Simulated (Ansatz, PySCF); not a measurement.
CF2I, SMILES F[C](F)I, multiplicity 2. Atoms are numbered in the order given.

```xyz
4

F     -1.9237    -0.0858     1.0774
C     -1.3020     0.3392     0.0000
F     -1.9237    -0.0858    -1.0774
I      0.8342    -0.0167     0.0000
```
Charge 0, spin multiplicity 2.

Geometry: B3LYP-D3(BJ)/def2-SVP. The isomer is the one that the SMILES or the coordinates give; other isomers of the formula were not compared. The def2 effective core potentials stand for the cores of I; spin–orbit coupling is left out.

Two levels are set side by side: PBE-D3(BJ)/def2-SVP (Ansatz, an electronic-structure program) and B3LYP-D3(BJ)/def2-SVP (Ansatz). Each level has its own optimised geometry; the coordinates shown are those of the second. Frequencies come from the Hessian of PySCF at each geometry. Differences are taken from unrounded values.

| quantity | B3LYP-D3(BJ) | PBE-D3(BJ) | PBE-D3(BJ) minus B3LYP-D3(BJ) |
|---|---|---|---|
| mean bond length (Å) | 1.598 | 1.607 | 0.009 |
| bond F1–C2 (Å) | 1.314 | 1.323 | 0.009 |
| bond C2–F3 (Å) | 1.314 | 1.323 | 0.009 |
| bond C2–I4 (Å) | 2.166 | 2.175 | 0.009 |
| highest harmonic wavenumber (cm⁻¹) | 1255 | 1214 | -41 |
| mean harmonic wavenumber (cm⁻¹) | 689 | 669 | -20 |
| zero-point energy (kcal/mol) | 5.91 | 5.74 | -0.17 |

GGA bonds tend to be longer and softer than those of functionals with exact exchange. Differences between two approximate levels are no errors against the true value.
